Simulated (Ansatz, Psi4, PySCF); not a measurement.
Species: C3H2F3, net charge 0, doublet state. SMILES: C=C(F)[C](F)F
Geometry from a B3LYP-D3(BJ)/def2-TZVP (Ansatz, an electronic-structure program) optimisation:
```xyz
8

C     -1.8748    -0.1847     0.2934
C     -0.6657     0.1415    -0.2531
F     -0.6267     0.8188    -1.4216
C      0.5790    -0.1504     0.2674
F      1.7173     0.1853    -0.2966
F      0.7402    -0.8056     1.4004
H     -1.9237    -0.7249     1.2250
H     -2.7846     0.1002    -0.2107
```
Charge 0, spin multiplicity 2.

Property: size of the dipole moment, in D. Set-up: non-relativistic; 6-311+G** with 5d; spin-orbit terms left out; dispersion terms only where a functional's name holds one; six Cartesian d functions in 6-31G* and its kin unless marked 5d; UHF or UKS for open shells. First-principles rows: single points at B3LYP-D3(BJ) geometries (Ansatz).

```
level             program  size of the dipole moment (D)
----------------  -------  -----------------------------
PBE/6-31G*         Ansatz                           0.87
B3LYP/6-31G        Ansatz                           1.60
B3LYP/6-311+G**    Ansatz                           1.48
PBE0/6-311+G**     Ansatz                           1.49
M06-2X/6-311+G**    PySCF                           1.58
wB97X-D/6-31G*       Psi4                           1.20
```

No value to compare with is used here. The 6 habitual levels span 0.87 (PBE/6-31G*) to 1.60 D (B3LYP/6-31G).

The levels are drawn from those run, B3LYP/6-31G* more often than the rest, none by its result; left out are runs that failed, that the program found above a lower state of the same kind, or whose <S^2> lies over 0.5 above the pure value.
